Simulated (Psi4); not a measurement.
A dimer, CO2 ··· C2H2 (SMILES O=C=O and C#C); the first 3 atoms form monomer A.

```
7

O     -1.1597     0.0000     0.0000
C      0.0000     0.0000     0.0000
O      1.1597     0.0000     0.0000
C     -4.3638    -1.2735    -0.4946
C     -3.4889    -1.8767    -1.0451
H     -5.1408    -0.7378    -0.0062
H     -2.7119    -2.4124    -1.5335
```

Q: What interaction energy does Psi4 with SAPT0/jun-cc-pVDZ, frozen core give, and which attractive term is the largest?

A: Total 4.19 kJ/mol: electrostatics 1.05, exchange 7.36, induction -0.81, dispersion -3.42. The most attractive term is dispersion.
